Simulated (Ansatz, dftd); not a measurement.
Species: HBOCl, charge 0, doublet. HBOCl (SMILES O[B]Cl, doublet).
B3LYP-D3(BJ)/def2-TZVP minimum from Ansatz (a quantum-chemistry and plane-wave program):
```xyz
4

B      0.3498     0.7281    -0.1869
Cl    -0.9102    -0.5041    -0.2177
O      1.5073     0.6385     0.4599
H      1.6657    -0.1798     0.9565
```
Charge 0, spin multiplicity 2.

Wanted: atomisation energy (electronic, to ground-state atoms), in kcal/mol. Radicals and triplets start from unrestricted determinants; spin-orbit coupling is neglected. Correlated methods leave the cores frozen. Rows without X2C or -DK are non-relativistic. CBS(X,Y): correlation extrapolated as X^-3, Hartree-Fock from the larger set (Q,5: extrapolated as (X+1)exp(-9√X)). A bracket is a step between two methods taken in the basis named. The functionals are non-relativistic, so their misses hold any scalar relativity. Double hybrids freeze cores in their MP2 part. '+ core + X2C': CCSD(T) terms for core correlation (cc-pwCVTZ, 1s frozen past Ne) and scalar relativity (cc-pVTZ-DK). Where a partner has so few electrons that a lower coupled-cluster level is exact, that level stands in.

Compared with CCSD(T)/CBS(cc-pV(Q+d)Z,cc-pV(5+d)Z) + [CCSDT(Q) - CCSD(T)]/cc-pV(D+d)Z + core + X2C (Ansatz).

Question: Rank these levels by how close they come to it, closest first: B2PLYP-D3(BJ)/def2-TZVPD (Ansatz + dftd3); PBE-D4/def2-TZVPD (Ansatz + dftd4); CCSD/CBS(cc-pV(T+d)Z,cc-pV(Q+d)Z) (Ansatz).

Answer: B2PLYP-D3(BJ)/def2-TZVPD (337.9 kcal/mol, difference -2.6), CCSD/CBS(cc-pV(T+d)Z,cc-pV(Q+d)Z) (330.9 kcal/mol, difference -9.6), PBE-D4/def2-TZVPD (354.8 kcal/mol, difference 14.3)
